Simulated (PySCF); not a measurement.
## Mayer bond orders and bond lengths

Species: C6H11FO2Si.
Atom-mapped SMILES: `[CH3:1][O:2][CH2:3][C:4]1=[C:5]([Si@H:6]([F:7])[O:8][CH3:9])[CH2:10]1` (hydrogens: H11, H12, H13 on C1; H14, H15 on C3; H16 on Si6; H17, H18, H19 on C9; H20, H21 on C10)

Structure used (GFN2-xTB), in Å, numbered top down from 1:
```xyz
21
C6H11FO2Si angstrom
C     -1.1250    1.2799    2.3903
O     -0.6568    0.5950    1.2578
C     -0.1662   -0.6944    1.5578
C      0.3175   -1.3445    0.3372
C      0.5914   -1.3325   -0.9431
Si     0.6225   -0.4485   -2.5724
F      1.9839   -0.8002   -3.3406
O      0.7694    1.1468   -2.4284
C     -0.0206    2.0723   -1.7390
C      0.8423   -2.6311   -0.1950
H     -1.4844    2.2460    2.0421
H     -0.3238    1.4307    3.1246
H     -1.9471    0.7362    2.8724
H      0.6582   -0.6290    2.2915
H     -0.9635   -1.3101    2.0123
H     -0.4679   -0.8714   -3.4401
H      0.5290    3.0135   -1.7018
H     -0.9660    2.2289   -2.2643
H     -0.2309    1.7265   -0.7260
H      0.1672   -3.4679   -0.3386
H      1.8619   -2.9293    0.0207
```

Bond orders from the PBE0/pcSseg-1 density (PySCF). Geometry: GFN2-xTB, one conformer, isolated molecule.

Problem. Where do the orders between heavy atoms depart from those drawn in the SMILES?

Solution. The largest departure is 0.380, at C4–C5 (drawn double, 1.620). Drawn single, order below 0.88: C5–Si6 (0.879) and O8–C9 (0.876). Drawn double or triple, more than 0.30 short of the drawn order: C4–C5 (1.620).

Problem. Give the Mayer order of every bond, beside its length.

Solution. 
| bond | drawn as | length (Å) | Mayer order |
| --- | --- | --- | --- |
| C1–O2 | single | 1.404 | 0.921 |
| O2–C3 | single | 1.412 | 0.932 |
| C3–C4 | single | 1.465 | 1.101 |
| C4–C5 | double | 1.309 | 1.620 |
| C5–Si6 | single | 1.854 | 0.879 |
| Si6–F7 | single | 1.602 | 0.957 |
| Si6–O8 | single | 1.609 | 1.045 |
| O8–C9 | single | 1.399 | 0.876 |
| C5–C10 | single | 1.520 | 0.925 |
| C10–C4 | single | 1.488 | 0.929 |
| C1–H11 | single | 1.088 | 0.971 |
| C1–H12 | single | 1.097 | 0.959 |
| C1–H13 | single | 1.097 | 0.959 |
| C3–H14 | single | 1.105 | 0.911 |
| C3–H15 | single | 1.105 | 0.909 |
| Si6–H16 | single | 1.456 | 0.900 |
| C9–H17 | single | 1.091 | 0.971 |
| C9–H18 | single | 1.093 | 0.970 |
| C9–H19 | single | 1.091 | 0.944 |
| C10–H20 | single | 1.085 | 0.955 |
| C10–H21 | single | 1.084 | 0.953 |

Bonds between the same two heavy elements. C–O: lowest O8–C9 (0.876, 1.399 Å), highest O2–C3 (0.932, 1.412 Å); in 2 of the 3 pairs the longer bond (by over 0.003 Å) has the higher order (by 0.02 or more). C–C: lowest C5–C10 (0.925, 1.520 Å), highest C4–C5 (1.620, 1.309 Å).

Problem. Sum the orders of all bonds at each heavy atom with more than one neighbour and set the sums beside the valence in the SMILES.

Solution. C1 3.810 (drawn 4), O2 1.853 (drawn 2), C3 3.853 (drawn 4), C4 3.650 (drawn 4), C5 3.424 (drawn 4), Si6 3.781 (drawn 4), O8 1.921 (drawn 2), C9 3.761 (drawn 4), C10 3.762 (drawn 4). Orders between atoms that aren't bonded are not in these sums.

The Mayer order sums products of elements of PS (density times overlap matrix) between the two atoms' basis functions, so it depends on the basis set.
